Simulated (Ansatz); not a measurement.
CH₇AlOSi, SMILES `[AlH2][O]C[SiH3]` at its PBE0-D4/def2-TZVP geometry, where that method's forces vanish. Total charge 0; spin multiplicity 1.

```json
{"atom": "Al1", "x (Å)": "-1.113", "y (Å)": "-1.636", "z (Å)": "-1.252"}
{"atom": "O2", "x (Å)": "-0.452", "y (Å)": "-0.953", "z (Å)": "0.146"}
{"atom": "C3", "x (Å)": "0.734", "y (Å)": "-0.243", "z (Å)": "0.412"}
{"atom": "Si4", "x (Å)": "0.323", "y (Å)": "1.559", "z (Å)": "0.815"}
{"atom": "H5", "x (Å)": "-0.274", "y (Å)": "-1.564", "z (Å)": "-2.594"}
{"atom": "H6", "x (Å)": "-2.532", "y (Å)": "-2.303", "z (Å)": "-1.092"}
{"atom": "H7", "x (Å)": "1.251", "y (Å)": "-0.703", "z (Å)": "1.263"}
{"atom": "H8", "x (Å)": "1.437", "y (Å)": "-0.279", "z (Å)": "-0.433"}
{"atom": "H9", "x (Å)": "1.571", "y (Å)": "2.327", "z (Å)": "1.079"}
{"atom": "H10", "x (Å)": "-0.384", "y (Å)": "2.162", "z (Å)": "-0.348"}
{"atom": "H11", "x (Å)": "-0.561", "y (Å)": "1.633", "z (Å)": "2.006"}
```

Q: For each bond, give half the difference of the two atoms' forces along it (eV/Å; positive pushes the atoms apart) under PBE-D4, r2SCAN-D4, B3LYP-D4, ωB97M-V in def2-TZVPP. (An estimate is asked.)

A: Computed: 
```
   bond  length (Å)  PBE-D4  r2SCAN-D4  B3LYP-D4  ωB97M-V
 Al1–O2       1.691    0.23      -0.04      0.00     0.03
 Al1–H5       1.584   -0.03      -0.03     -0.08    -0.12
 Al1–H6       1.576   -0.02      -0.04     -0.11    -0.15
  O2–C3       1.407    0.21       0.32      0.33     0.33
 C3–Si4       1.891   -0.01      -0.03      0.05    -0.02
  C3–H7       1.097    0.09      -0.05     -0.12    -0.13
  C3–H8       1.100    0.08      -0.05     -0.10    -0.11
 Si4–H9       1.489    0.05      -0.03     -0.07    -0.10
Si4–H10       1.489    0.07      -0.03     -0.07    -0.10
Si4–H11       1.486    0.07      -0.03     -0.08    -0.11
```

B3LYP here is the variant with VWN-RPA as its local correlation; programs differ in this.
